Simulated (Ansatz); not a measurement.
`CSC(C)(C)C` + `NBCBr` → `CNBCBr` + `CC(C)(C)S`  (substitution at a C–S bond)

Computed with Ansatz on PBE0-D4/def2-TZVP structures; ΔE is electronic, products minus reactants. CCSD(T)/CBS adds triple-zeta CCSD(T) − MP2 to the extrapolated MP2 energy (def2 sets, frozen cores). DFT in def2-TZVPP. For Br outer-core shells are correlated without core-valence functions, which leaves a few kJ/mol of doubt a bond. Scalar relativity is left out up to krypton. Each species was taken in one conformer, which may not be the lowest.

`CSC(C)(C)C`:

Z-matrix (Å, degrees):
```
C
S 1 1.795
H 1 1.091 2 112.1
H 1 1.091 2 105.9 3 117.8
H 1 1.091 2 112.1 3 -124.3
C 2 1.833 1 103.3 3 61.6
C 6 1.524 2 104.0 1 179.4
C 6 1.522 2 111.0 1 61.2
C 6 1.522 2 110.9 1 -62.3
H 7 1.092 6 111.1 2 -60.6
H 7 1.094 6 109.7 2 179.8
H 7 1.092 6 111.1 2 60.2
H 8 1.092 6 111.7 2 -64.9
H 8 1.095 6 109.9 2 176.1
H 8 1.091 6 111.0 2 56.2
H 9 1.091 6 111.0 2 -56.4
H 9 1.092 6 111.7 2 64.6
H 9 1.095 6 109.9 2 -176.4
```

`NBCBr`:

Cartesian coordinates in Å:
```
N 0.557 0.249 -1.300
B 0.184 0.654 -0.034
C -0.467 -0.323 1.012
Br -0.707 -2.155 0.382
H 0.425 -0.701 -1.612
H 0.975 0.861 -1.978
H 0.356 1.794 0.298
H -1.459 0.018 1.313
H 0.135 -0.398 1.918
```

`CNBCBr`:

Z-matrix (Å, degrees):
```
C
N 1 1.444
H 1 1.089 2 110.1
H 1 1.094 2 111.5 3 120.2
H 1 1.094 2 111.1 3 -119.0
B 2 1.387 1 128.8 3 0.8
H 2 1.008 1 113.5 3 176.8
C 6 1.578 2 122.7 1 -2.4
H 6 1.198 2 117.5 1 176.8
Br 8 1.962 6 105.2 2 91.4
H 8 1.088 6 113.7 2 -154.0
H 8 1.088 6 116.9 2 -25.4
```

`CC(C)(C)S`:

Cartesian coordinates in Å:
```
C 0.915 -0.662 0.887
C -0.050 -0.131 -0.163
C -1.487 -0.251 0.329
C 0.273 1.315 -0.508
S 0.027 -1.172 -1.674
H 0.695 -1.703 1.130
H 1.948 -0.606 0.538
H 0.836 -0.067 1.803
H -1.739 -1.287 0.566
H -2.193 0.113 -0.421
H -1.614 0.347 1.235
H 0.184 1.942 0.386
H -0.408 1.698 -1.269
H 1.294 1.412 -0.885
H 1.321 -0.948 -1.954
```

```tsv
level	ΔE (eV)
ωB97M-V	0.38
PBE0	0.36
HF/def2-TZVPP	0.26
HF/CBS(def2)	0.26
```

Question: What does CCSD(T)/CBS give? (An estimate is asked.)

Answer: Ansatz gave: +0.37 eV. The listed levels differ from it by 0.01, -0.01, -0.11, -0.11 eV.

Largest T1 diagnostic among the species: 0.010.

The D4 term adds +0.03 eV with B3LYP and +0.02 eV with PBE0; it sums over pairs of atoms, weighted by their polarisabilities, and B3LYP, whose exchange is more repulsive, gets the larger term. In def2-TZVPP, CCSD(T) changes the Hartree–Fock value by +0.07 eV (the triples alone add +0.02 eV) and MP2 by +0.12 eV.

B3LYP here is the variant with VWN-RPA as its local correlation; programs differ in this.
